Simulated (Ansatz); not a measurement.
B14. Total charge 0; quintet. Geometry PBE0-D4/def2-SVP; atoms count from 1.

```xyz
14

B    -1.0620   -1.5129   -1.0958
B     1.3849   -2.8936   -0.9128
B     0.5901   -1.4048   -0.4706
B    -2.1342   -0.3490   -0.9110
B    -0.3268    1.4471    0.5851
B     1.4417    0.9937    0.9801
B     2.2170   -1.8523   -0.1246
B    -1.7732    2.4525    0.5640
B    -0.0991   -2.7594   -1.3615
B    -1.8784    1.0311   -0.1572
B    -0.5206    3.0355    1.2803
B     0.8623    2.3567    1.4369
B    -0.6064   -0.0996   -0.2579
B     1.9048   -0.4450    0.4451
```

At PBE0-D4/def2-TZVP a triplet of charge 0 lies 0.81 eV below the quintet, each at its own geometry. The structure comes from a short search, and lower isomers may exist.

Estimate the Mulliken populations from the PBE0/def2-TZVP orbitals of Ansatz.


```tsv
atom	charge (e)	spin (α − β)
B1	0.09	0.04
B2	0.06	0.09
B3	-0.07	0.11
B4	-0.09	0.66
B5	-0.07	0.11
B6	-0.06	0.41
B7	0.04	0.30
B8	-0.03	0.65
B9	-0.03	0.65
B10	0.09	0.04
B11	0.06	0.09
B12	0.04	0.30
B13	0.03	0.15
B14	-0.06	0.41
```
Mulliken values depend strongly on the basis.

Where does the spin sit?

Summed by element: B 4.00, of 4 unpaired in all. Largest on single atoms: B4 0.66, B8 0.65, B9 0.65.

And the Mayer bond orders between heavy atoms (over 0.3)?

B1–B3 0.46 (1.77 Å); B1–B4 0.97 (1.59 Å); B1–B9 1.02 (1.60 Å); B1–B13 0.58 (1.71 Å); B2–B3 0.63 (1.74 Å); B2–B7 1.29 (1.55 Å); B2–B9 1.28 (1.56 Å); B3–B7 0.58 (1.72 Å); B3–B9 0.55 (1.76 Å); B3–B13 0.69 (1.78 Å); B3–B14 0.48 (1.87 Å); B4–B10 0.97 (1.59 Å); B4–B13 0.83 (1.68 Å); B5–B6 0.48 (1.87 Å); B5–B8 0.55 (1.76 Å); B5–B10 0.46 (1.77 Å); B5–B11 0.63 (1.74 Å); B5–B12 0.58 (1.72 Å); B5–B13 0.69 (1.78 Å); B6–B12 1.17 (1.55 Å); B6–B14 1.31 (1.60 Å); B7–B14 1.17 (1.55 Å); B8–B10 1.02 (1.60 Å); B8–B11 1.28 (1.56 Å); B10–B13 0.58 (1.70 Å); B11–B12 1.29 (1.55 Å).
